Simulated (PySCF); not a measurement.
# State search for HgB

Unrestricted PBE0; basis Hg def2-SVP with ECP60, B def2-SVP; scalar-relativistic core potentials; PySCF 2.14. Outer shells of the fragments: Hg 5d10 6s2; B 2s2 2p1.

Followed along the bond (rough minima from three points):

| 2Ms+1 | unpaired | ⟨S²⟩ at the start | R at minimum (Å) | Te (eV) |
| --- | --- | --- | --- | --- |
| 2 | π ↑ | 0.75 | 2.42 | 0.00 |
| 2 | σ ↑ | 0.76 | none in the scan | ≤ 0.36 |
| 4 | σ ↑, π ↑↑ | 3.76 | none in the scan | ≤ 1.65 |

Solutions found at the starting distance of 2.190 Å, counted from the lowest of them; the search is not exhaustive and high or unbound solutions are not listed, so other states can lie among these:

| 2Ms+1 | unpaired | term | E (eV) | ⟨S²⟩ | ⟨Lz²⟩ | μ (D) |
| --- | --- | --- | --- | --- | --- | --- |
| 2 | π ↑ | ²Π | 0.00 | 0.75 | 1.00 | -1.81 |
| 2 | σ ↑ | ²Σ⁺ | 0.84 | 0.76 | 0.00 | 0.64 |
| 4 | σ ↑, π ↑↑ | ⁴Σ⁻ | 1.63 | 3.76 | 0.00 | -3.06 |
| 4 | σ ↑↑, π ↑ | ⁴Π | 2.06 | 3.76 | 1.00 | -0.34 |
| 2 | σ ↑, π ↑↓ | mixed | 2.57 | 1.77 | 2.01 | -3.15 |
| 2 | σ ↓, π ↑↑ | mixed | 2.83 | 1.78 | 0.00 | -3.48 |
| 2 | σ ↑ | mixed | 3.41 | 0.80 | 2.00 | -2.72 |
| 4 | σ ↑, π ↑↑ | mixed | 5.04 | 3.77 | 2.01 | 0.99 |
| 2 | π ↑ | mixed | 6.72 | 1.22 | 1.00 | -2.97 |
| 4 | π ↑↑, δ ↑ | ⁴Δ | 8.93 | 3.76 | 4.00 | -2.83 |

A term symbol is given only where ⟨S²⟩ and ⟨Lz²⟩ are close to those of a pure state; real π, δ and φ orbitals otherwise mix terms. A positive dipole means Hg(−)B(+).

Spin–orbit coupling is left out. Counting both spins, an empty level lies below a filled one in some of these solutions, because spin and occupation are held.
